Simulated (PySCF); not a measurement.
**Ta⁵⁹⁺: ionisation energy**

Ta⁵⁹⁺ [Ne] 3s2 3p2 (3P) → Ta⁶⁰⁺ [Ne] 3s2 3p1 (2P), as a difference of total energies. Computed with PySCF 2.14 in an even-tempered Gaussian basis (17 s from 16 bohr⁻², ratio 2.5; 12 p from 20 bohr⁻², ratio 2.5; 4 d from 79 bohr⁻², ratio 2.7; 4 f from 120 bohr⁻², ratio 2.7), with scalar relativity by spin-free X2C-1e. Correlated levels: outer shells: 1s2 frozen; virtual orbitals above 40 to 60 times the deepest correlated orbital energy dropped. The calculations carry no spin-orbit coupling.

| method | ionisation energy (eV) |
| --- | --- |
| UHF | 6149.5 |
| MP2 (outer shells) | 6150.2 |
| SCS-MP2 (outer shells) | 6149.9 |
| CCSD (outer shells) | 6150.1 |
| CCSD(T) (outer shells) | 6150.1 |

Spin-orbit coupling is strong in these open shells (close to jj coupling). The scalar numbers leave it out and a first-order estimate fails, so it can dominate the gap to the real levels.

Breit and QED terms and the two-electron picture change are absent.

For comparison: 6364 ± 7 eV (theoretical estimate listed by NIST; NIST Atomic Spectra Database, ionization energies).
